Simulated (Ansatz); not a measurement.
`[NH]=[Mo](=[NH])([NH2])[NH2]`, relaxed with RKS PBE-D4/def2-SVP in Ansatz 0.2.0 from a rough embedded geometry. The force threshold is 0.03 eV/Å; the program also tests the step.

Charge 0, multiplicity 1. Mo takes the def2 core potential.

Start:

```xyz
11

N     1.742   -0.121   -0.846
Mo    0.107    0.071    0.004
N     0.215    1.544    1.163
N    -1.402    0.425   -1.348
N    -0.338   -1.697    1.126
H     2.572    0.492   -0.704
H     1.101    2.116    1.282
H    -2.295    0.096   -0.941
H    -1.483    1.486   -1.548
H     0.588   -2.090    1.367
H    -0.804   -2.323    0.445
```

Task: How much energy does the relaxation release, and in how many steps? (An estimate is asked.)

Result: The calculation gave: 44.16 kcal/mol, in 16 steps, 3 of them rejected.

Task: Which bonds change most? (Estimate.)

Result: The calculation gave: Mo2–N5 from 2.141 to 1.958 Å; Mo2–N3 from 1.877 to 1.753 Å; N1–Mo2 from 1.853 to 1.753 Å; Mo2–N4 from 2.057 to 1.958 Å.

Task: Give the relaxed structure. (An estimate is asked.)

Result: Ansatz gave: 
```xyz
11

N     1.539    0.036   -1.060
Mo    0.166    0.119    0.026
N     0.279    1.260    1.352
N    -1.381    0.649   -1.050
N    -0.036   -1.659    0.822
H     2.466    0.281   -1.424
H     0.714    1.984    1.935
H    -2.173    1.191   -0.693
H    -1.463    0.496   -2.058
H    -0.413   -1.833    1.757
H     0.302   -2.524    0.393
```
